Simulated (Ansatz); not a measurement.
Zn3Se3⁺. Total charge 1; doublet. Geometry PBE-D4/def2-SVP; atoms count from 1.

```xyz
6

Zn   -1.007   -0.825   -0.598
Zn    1.161    0.894   -0.323
Zn   -1.780    1.739    1.730
Se   -1.119    1.590   -0.719
Se    2.311   -1.095   -0.522
Se    0.434   -2.302    0.432
```

Another isomer (doublet) lies 0.24 eV lower at PBE0-D4/def2-SVP; other spin states weren't run for this one.

Problem. Estimate the Mulliken populations from the PBE0/def2-SVP orbitals of Ansatz.

Solution. 
```json
{"atom": "Zn1", "charge (e)": "0.53", "spin (α − β)": "0.00", "d electrons": "9.95"}
{"atom": "Zn2", "charge (e)": "0.53", "spin (α − β)": "0.00", "d electrons": "9.95"}
{"atom": "Zn3", "charge (e)": "0.50", "spin (α − β)": "0.77", "d electrons": "9.98"}
{"atom": "Se4", "charge (e)": "-0.33", "spin (α − β)": "0.24", "d electrons": "–"}
{"atom": "Se5", "charge (e)": "-0.10", "spin (α − β)": "0.00", "d electrons": "–"}
{"atom": "Se6", "charge (e)": "-0.12", "spin (α − β)": "0.00", "d electrons": "–"}
```
Mulliken values and Mayer orders depend strongly on the basis.

Problem. Where does the spin sit?

Solution. Summed by element: Zn 0.77, Se 0.23, of 1 unpaired in all. Largest on single atoms: Zn3 0.77, Se4 0.24, Se6 0.00.

Problem. And the Mayer bond orders between bonded heavy atoms (over 0.3)?

Solution. Zn1–Se4 0.78 (2.42 Å); Zn1–Se6 1.08 (2.31 Å); Zn2–Se4 0.78 (2.42 Å); Zn2–Se5 1.08 (2.31 Å); Zn3–Se4 0.69 (2.54 Å); Se5–Se6 0.99 (2.43 Å).
